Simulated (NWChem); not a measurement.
System: BH3S2O; SMILES OB(S)S

Here is an NWChem input.

```
start job
memory heap 200 mb stack 900 mb global 1100 mb
geometry units angstroms noautosym nocenter noautoz
  B      0.403580     0.030585     0.000000
  O      1.754304     0.119745     0.000000
  H      2.220494    -0.720325     0.000000
  S     -0.552279    -1.526526     0.000000
  H      0.492268    -2.384272     0.000000
  S     -0.490699     1.613420     0.000000
  H     -1.733288     1.087330     0.000000
end
basis spherical
  * library 6-31g*
end
dft
  xc hfexch
  iterations 150
end
property
  shielding
end
task dft property
```

Geometry: optimised at PBE0/def2-SVP.

GIAO values for the isolated, static molecule; σ is the absolute isotropic shielding, δ = σ(reference) − σ with the isolated reference molecule computed at the same levels (11B: boron trifluoride, 1H: tetramethylsilane, 17O: water).

Atoms are numbered as in the input.

Task: Predict the main results of this run. (Hartree-Fock/6-31G* (spherical d), GIAO.) Quantities: δ B1 (ppm); δ O2 (ppm); δ H3 (ppm); σ S4 (ppm); δ H5 (ppm); σ S6 (ppm); δ H7 (ppm).

Result: 
```json
{
  "δ B1 (ppm)": "39.0",
  "δ O2 (ppm)": "109.8",
  "δ H3 (ppm)": "3.64",
  "σ S4 (ppm)": "663.7",
  "δ H5 (ppm)": "0.88",
  "σ S6 (ppm)": "662.6",
  "δ H7 (ppm)": "1.14"
}
```
